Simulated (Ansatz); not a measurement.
Start from `[F][Sn]([F])([F])[SiH3]` and change one atom or group to get `C[O][Sn]([F])([F])[F]`.

Ansatz, PBE0-D4/def2-TZVP geometries, multiplicity 1. Each molecule was computed in one conformer, which needn't be the lowest.

Elements past krypton have def2 core potentials.

```
                                                                                  property  `[F][Sn]([F])([F])[SiH3]`
ideal-gas entropy at 298 K and 1 bar (rigid rotor, harmonic PBE0-D4/def2-TZVP) / J/(mol·K)                        383
                                                       LUMO energy (B3LYP/def2-TZVPP) / eV                      -2.28
                                                         LUMO energy (PBE/def2-TZVPP) / eV                      -2.90
                                            zero-point energy (PBE0-D4/def2-TZVP) / kJ/mol                       80.7
                                                     HOMO–LUMO gap (B3LYP/def2-TZVPP) / eV                       7.12
                                          size of the dipole moment (B3LYP/def2-TZVPP) / D                       5.58
```

(1) Give the same properties after the change, and the shifts. (Estimate.)

## Answers

(1) The calculation gave: 
```json
{"property": "ideal-gas entropy at 298 K and 1 bar (rigid rotor, harmonic PBE0-D4/def2-TZVP) / J/(mol·K)", "`C[O][Sn]([F])([F])[F]`": "404", "shift": "21"}
{"property": "LUMO energy (B3LYP/def2-TZVPP) / eV", "`C[O][Sn]([F])([F])[F]`": "-3.28", "shift": "-1.00"}
{"property": "LUMO energy (PBE/def2-TZVPP) / eV", "`C[O][Sn]([F])([F])[F]`": "-3.90", "shift": "-1.00"}
{"property": "zero-point energy (PBE0-D4/def2-TZVP) / kJ/mol", "`C[O][Sn]([F])([F])[F]`": "125.2", "shift": "44.5"}
{"property": "HOMO–LUMO gap (B3LYP/def2-TZVPP) / eV", "`C[O][Sn]([F])([F])[F]`": "5.69", "shift": "-1.43"}
{"property": "size of the dipole moment (B3LYP/def2-TZVPP) / D", "`C[O][Sn]([F])([F])[F]`": "2.86", "shift": "-2.72"}
```

With PBE0 the HOMO rises by 0.41 eV and the LUMO falls by 0.93 eV, so the gap narrows by about 1.34 eV. PBE moves the HOMO by 0.72 eV and ωB97M-V by 0.05 eV. The zero-point energy changes by 44.5 kJ/mol with +3 modes. Dipoles are sizes alone; their direction can turn. Modes under 60 cm⁻¹, often nearly free rotors, make the harmonic entropy too high.

B3LYP here is the variant with VWN-RPA as its local correlation; programs differ in this.
